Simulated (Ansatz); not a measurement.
Species: PbI, net charge 1, singlet state. 
Geometry from a B3LYP-D3(BJ)/def2-TZVP (Ansatz, an electronic-structure program) optimisation:
SMILES: [Pb+][I]
```xyz
2

Pb     0.0000     0.0000    -1.0593
I      0.0000     0.0000     1.6389
```
Charge +1, spin multiplicity 1.

Computed values are from Ansatz. Cores are frozen in the correlated levels unless marked. UHF or UKS for open shells. Spin-orbit coupling is left out. The frozen core is the preceding noble-gas configuration, with the filled d and f shells of earlier blocks. In def2 rows, elements after Kr have scalar-relativistic effective core potentials. CBS(X,Y): correlation extrapolated as X^-3; Hartree-Fock from the larger set.

Task: What is the vertical ionisation energy (to the doublet) at CCSD(T)/CBS(def2-TZVPPD,def2-QZVPPD)?

Result: 15.11 eV.

Task: What is the vertical electron affinity (to the doublet; negative means unbound) at CCSD(T)/CBS(def2-TZVPPD,def2-QZVPPD)?

Result: 6.59 eV.

Task: What is the T1 diagnostic at CCSD/def2-QZVPPD?

Result: 0.022.

Task: What is the total energy at CCSD(T)/CBS(def2-TZVPPD,def2-QZVPPD)?

Result: -488.5786 Eh.
